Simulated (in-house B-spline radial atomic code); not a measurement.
Configurations of neutral magnesium, with energies counted from [Ne] 3s2. All numbers are computed (Dirac-Hartree-Fock, average of configuration; Fermi nucleus of rms radius 3.057 fm) with a B-spline radial code for spherical atoms, not measured. Energies include first-order Breit, QED and recoil terms.

Occupations are held fixed; configurations that lie above the ionisation limit could autoionise.

```json
{"configuration": "[Ne] 3s1 4d1", "E - E(ref) (eV)": "5.741", "highest orbital": "4d3/2", "its <r> (bohr)": "20.18"}
{"configuration": "[Ne] 3s1 5p1", "E - E(ref) (eV)": "5.7414", "highest orbital": "5p3/2", "its <r> (bohr)": "22.51"}
{"configuration": "[Ne] 3s1 5d1", "E - E(ref) (eV)": "6.0585", "highest orbital": "5d3/2", "its <r> (bohr)": "33.46"}
{"configuration": "[Ne] 3s1 6f1", "E - E(ref) (eV)": "6.2384", "highest orbital": "6f7/2", "its <r> (bohr)": "47.95"}
{"configuration": "[Ne] 3s1 7f1", "E - E(ref) (eV)": "6.3388", "highest orbital": "7f7/2", "its <r> (bohr)": "67.44"}
{"configuration": "[Ne] 3s1 7g1", "E - E(ref) (eV)": "6.3389", "highest orbital": "7g9/2", "its <r> (bohr)": "63.5"}
{"configuration": "[He] 2s2 2p5 3s2 7g1", "E - E(ref) (eV)": "56.111", "highest orbital": "7g9/2", "its <r> (bohr)": "63.5"}
{"configuration": "[He] 2s1 2p6 3s2 3p1", "E - E(ref) (eV)": "92.308", "highest orbital": "3p3/2", "its <r> (bohr)": "3.499"}
{"configuration": "[He] 2s1 2p6 3s2 3d1", "E - E(ref) (eV)": "96.22", "highest orbital": "3d3/2", "its <r> (bohr)": "9.466"}
{"configuration": "[He] 2s1 2p6 3s2 4d1", "E - E(ref) (eV)": "96.92", "highest orbital": "4d3/2", "its <r> (bohr)": "19.51"}
{"configuration": "[He] 2s1 2p6 3s2 6g1", "E - E(ref) (eV)": "97.439", "highest orbital": "6g9/2", "its <r> (bohr)": "44"}
{"configuration": "[He] 2s1 2p6 3s2 7g1", "E - E(ref) (eV)": "97.539", "highest orbital": "7g9/2", "its <r> (bohr)": "63.5"}
```

Task: Order these further configurations by energy, lowest first.
A. [He] 2s1 2p6 3s2 7p1
B. [He] 2s2 2p5 3s2 7d1
C. [He] 2s1 2p6 3s2 5f1
D. [He] 2s1 2p6 3s2 6p1
E. [Ne] 3s1 6p1

Result: E (6.0612 eV), B (56.102 eV), D (97.228 eV), C (97.272 eV), A (97.414 eV).

Task: How far above the reference does [He] 2s1 2p6 3s2 5g1 lie?

Result: 97.272 eV; its least bound orbital is 5g9/2 with <r> = 27.5 bohr.

Task: How far above the reference does [Ne] 3s1 6d1 lie?

Result: 6.2304 eV; its least bound orbital is 6d3/2 with <r> = 49.75 bohr.

Task: How far above the reference does [He] 2s1 2p6 3s2 6f1 lie?

Result: 97.438 eV; its least bound orbital is 6f7/2 with <r> = 47.94 bohr.

Task: One of these lies 5.028 eV from the reference. Which?
A. [He] 2s2 2p5 3s2 4f1
B. [He] 2s2 2p5 3s2 7s1
C. [He] 2s1 2p6 3s2 6d1
D. [Ne] 3s1 4p1

Result: D.
